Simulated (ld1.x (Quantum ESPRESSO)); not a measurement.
Ru (Z = 44): from the effect back to the setting (TM)

Base potential:

```json
{
  "Element": "ruthenium",
  "Generator": "ld1.x (Quantum ESPRESSO) 7.5",
  "Type": "norm-conserving Troullier–Martins (Kleinman–Bylander form)",
  "Functional": "LDA (PZ)",
  "Relativity": "scalar-relativistic",
  "Frozen core": "[Ar] 3d10",
  "Valence charge": "16",
  "Reference configuration": "4s2 4p6 4d6 5s0 5p0 (charge +2)",
  "Partial waves": "4s (bound): rc 1.45 bohr; 4p (bound): rc 1.80 bohr; 4d (bound): rc 1.85 bohr",
  "Local potential": "the d channel",
  "Core correction": "Bessel-smoothed model core, default radius (core density twice the valence density)"
}
```

Cutoffs, loose and tight: the cutoffs (Ry, on a coarse ladder) from which the occupation-weighted sum of valence levels, in a spherical-Bessel basis at the reference potential, stays within 10 and 1 mRy of its value at 400 Ry. They do not see the model core or the augmentation charge, which bear on the density cutoff. Test errors are all-electron minus pseudo excitation energies from the reference, over the configurations 4s2 4p6 4d7 5s1 5p0; 4s2 4p6 4d7 5s0 5p0; 4s2 4p6 4d5 5s0 5p0; 4s2 4p6 4d4 5s0 5p0; 4s2 4p6 4d6 5s1 5p1; 4s2 4p6 4d6 5s1 5p0; 4s2 4p5 4d7 5s1 5p0 (two spin-polarised tests are not counted in the largest error); variants that change the core or the reference have their own tests.

Only the scale of all radii but the core radius (base = 1) is moved:

| scale of all radii but the core radius (base = 1) | cutoff, loose | cutoff, tight | bound ghosts | largest test error (meV) | median size of the test errors |
| --- | --- | --- | --- | --- | --- |
| 0.74 | 120 Ry | 200 Ry | none | -34 | 3.3 meV |
| 0.85 | 90 Ry | 160 Ry | none | +73 | 26.5 meV |
| 0.92 | 90 Ry | 140 Ry | none | +150 | 89.7 meV |
| 1 | 70 Ry | 100 Ry | none | +294 | 177.8 meV |
| 1.17 | 45 Ry | 70 Ry | none | +1163 | 641.4 meV |
| 1.24 | 40 Ry | 70 Ry | none | +1681 | 905.8 meV |
| 1.33 | 40 Ry | 60 Ry | none | +2265 | 1220.3 meV |
| 1.38 | 35 Ry | 55 Ry | none | +2947 | 1602.8 meV |

Q: One more run gave cutoff, loose: 60 Ry; cutoff, tight: 90 Ry; bound ghosts: none; largest test error (meV): +449; median size of the test errors: 267.1 meV. Which value of the scale of all radii but the core radius (base = 1) was used?

A: 1.05. The median size of the test errors moves one way along this sweep, from 3.3 meV at 0.74 to 1602.8 meV at 1.38, which places the run between 1 and 1.17.
